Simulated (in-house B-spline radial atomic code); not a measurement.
RPA and G0W0 for Kr³⁺, [Ar] 3d10 4s2 4p3, highest spin, as one setting changes: the share of exact exchange in the PBE hybrid start. A dash marks a level of low quasi-particle weight. Computed with a B-spline radial code for spherical atoms: all electrons, scalar-relativistic (spin-free one-electron X2C), finite nucleus, each spin shell either full or empty, empty states to l = 9 with an (l + 1/2)⁻⁴ tail; G0W0 by contour deformation at full frequency.

```json
{"share of exact exchange in the PBE hybrid start": "0", "mean-field level (eV)": "-44.71", "G0W0 level (eV)": "4p up -51.39", "RPA correlation (Eh)": "-2.4662"}
{"share of exact exchange in the PBE hybrid start": "0.1", "mean-field level (eV)": "-45.45", "G0W0 level (eV)": "4p up -51.44", "RPA correlation (Eh)": "-2.4423"}
{"share of exact exchange in the PBE hybrid start": "0.2", "mean-field level (eV)": "-46.19", "G0W0 level (eV)": "4p up -51.48", "RPA correlation (Eh)": "-2.4193"}
{"share of exact exchange in the PBE hybrid start": "0.3", "mean-field level (eV)": "-46.93", "G0W0 level (eV)": "4p up -51.52", "RPA correlation (Eh)": "-2.397"}
{"share of exact exchange in the PBE hybrid start": "0.4", "mean-field level (eV)": "?", "G0W0 level (eV)": "?", "RPA correlation (Eh)": "?"}
{"share of exact exchange in the PBE hybrid start": "0.5", "mean-field level (eV)": "-48.41", "G0W0 level (eV)": "4p up -51.57", "RPA correlation (Eh)": "-2.3545"}
{"share of exact exchange in the PBE hybrid start": "0.6", "mean-field level (eV)": "-49.15", "G0W0 level (eV)": "4p up -51.59", "RPA correlation (Eh)": "-2.3342"}
{"share of exact exchange in the PBE hybrid start": "0.7", "mean-field level (eV)": "-49.89", "G0W0 level (eV)": "4p up -51.61", "RPA correlation (Eh)": "-2.3144"}
{"share of exact exchange in the PBE hybrid start": "0.8", "mean-field level (eV)": "-50.63", "G0W0 level (eV)": "4p up -51.63", "RPA correlation (Eh)": "-2.2952"}
{"share of exact exchange in the PBE hybrid start": "0.9", "mean-field level (eV)": "?", "G0W0 level (eV)": "?", "RPA correlation (Eh)": "?"}
{"share of exact exchange in the PBE hybrid start": "1", "mean-field level (eV)": "-52.11", "G0W0 level (eV)": "4p up -51.66", "RPA correlation (Eh)": "-2.2583"}
```

(1) What belongs in the row for 0.9?

(2) What belongs in the row for 0.4?

(3) At what share of exact exchange does G0W0 leave the highest level unchanged?

Answers

(1) mean-field level (eV): -51.37; G0W0 level (eV): 4p up -51.65; RPA correlation (Eh): -2.2765.

(2) mean-field level (eV): -47.67; G0W0 level (eV): 4p up -51.55; RPA correlation (Eh): -2.3754.

(3) Near 0.94, where the shift changes sign (-0.276 eV at 0.9, +0.452 eV at 1).
